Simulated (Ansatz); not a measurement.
[Ho(NH3)6]3+ (HoN6H18³⁺). Total charge 3; quintet. Geometry PBE-D4/def2-SVP; atoms count from 1.

```xyz
25

Ho   -0.0006    0.0002   -0.0002
N     0.2568    2.4070   -0.5937
H    -0.5680    3.0064   -0.3972
H     0.4488    2.6030   -1.5952
H     1.0255    2.9108   -0.1107
N    -0.2373   -2.4065    0.5999
H     0.5689   -3.0106    0.3480
H    -1.0397   -2.9028    0.1665
H    -0.3651   -2.6057    1.6110
N    -2.4709    0.2012   -0.2584
H    -2.9919    0.4426    0.6068
H    -2.9608   -0.6524   -0.5892
H    -2.7939    0.9248   -0.9295
N     2.4675   -0.2255    0.2600
H     2.7820   -0.8482    1.0291
H     2.9831    0.6549    0.4525
H     2.9697   -0.6083   -0.5644
N    -0.1989    0.6396    2.3990
H    -0.4263    1.6372    2.5760
H     0.6550    0.4947    2.9717
H    -0.9276    0.1385    2.9431
N     0.1826   -0.6158   -2.4067
H     0.3324   -1.6254   -2.5977
H     0.9572   -0.1658   -2.9318
H    -0.6483   -0.3938   -2.9887
```

In the def2 sets Ho takes a core potential; there is no spin–orbit coupling. With an open 4f shell the SCF may have ended on a state above the lowest. No other spin state of charge 3 was run.

Q: Estimate the Mulliken populations from the PBE0/def2-TZVP orbitals of Ansatz.

A: 
```json
{"atom": "Ho1", "charge (e)": "1.47", "spin (α − β)": "4.02", "d electrons": "10.73"}
{"atom": "N2", "charge (e)": "-0.73", "spin (α − β)": "0.00", "d electrons": "–"}
{"atom": "H3", "charge (e)": "0.33", "spin (α − β)": "0.00", "d electrons": "–"}
{"atom": "H4", "charge (e)": "0.33", "spin (α − β)": "0.00", "d electrons": "–"}
{"atom": "H5", "charge (e)": "0.33", "spin (α − β)": "0.00", "d electrons": "–"}
{"atom": "N6", "charge (e)": "-0.73", "spin (α − β)": "0.00", "d electrons": "–"}
{"atom": "H7", "charge (e)": "0.33", "spin (α − β)": "0.00", "d electrons": "–"}
{"atom": "H8", "charge (e)": "0.33", "spin (α − β)": "0.00", "d electrons": "–"}
{"atom": "H9", "charge (e)": "0.33", "spin (α − β)": "0.00", "d electrons": "–"}
{"atom": "N10", "charge (e)": "-0.73", "spin (α − β)": "0.00", "d electrons": "–"}
{"atom": "H11", "charge (e)": "0.33", "spin (α − β)": "0.00", "d electrons": "–"}
{"atom": "H12", "charge (e)": "0.33", "spin (α − β)": "0.00", "d electrons": "–"}
{"atom": "H13", "charge (e)": "0.33", "spin (α − β)": "0.00", "d electrons": "–"}
{"atom": "N14", "charge (e)": "-0.73", "spin (α − β)": "0.00", "d electrons": "–"}
{"atom": "H15", "charge (e)": "0.33", "spin (α − β)": "0.00", "d electrons": "–"}
{"atom": "H16", "charge (e)": "0.33", "spin (α − β)": "0.00", "d electrons": "–"}
{"atom": "H17", "charge (e)": "0.33", "spin (α − β)": "0.00", "d electrons": "–"}
{"atom": "N18", "charge (e)": "-0.73", "spin (α − β)": "0.00", "d electrons": "–"}
{"atom": "H19", "charge (e)": "0.33", "spin (α − β)": "0.00", "d electrons": "–"}
{"atom": "H20", "charge (e)": "0.33", "spin (α − β)": "0.00", "d electrons": "–"}
{"atom": "H21", "charge (e)": "0.33", "spin (α − β)": "0.00", "d electrons": "–"}
{"atom": "N22", "charge (e)": "-0.73", "spin (α − β)": "0.00", "d electrons": "–"}
{"atom": "H23", "charge (e)": "0.33", "spin (α − β)": "0.00", "d electrons": "–"}
{"atom": "H24", "charge (e)": "0.33", "spin (α − β)": "0.00", "d electrons": "–"}
{"atom": "H25", "charge (e)": "0.33", "spin (α − β)": "0.00", "d electrons": "–"}
```
Mulliken values and Mayer orders depend strongly on the basis.

Q: Where does the spin sit?

A: Summed by element: Ho 4.02, N -0.02, H 0.00, of 4 unpaired in all. Largest on single atoms: Ho1 4.02, N2 0.00, N14 0.00.

Q: And the Mayer bond orders between bonded heavy atoms (over 0.3)?

A: Ho1–N2 0.41 (2.49 Å); Ho1–N6 0.41 (2.49 Å); Ho1–N10 0.41 (2.49 Å); Ho1–N14 0.41 (2.49 Å); Ho1–N18 0.41 (2.49 Å); Ho1–N22 0.41 (2.49 Å).
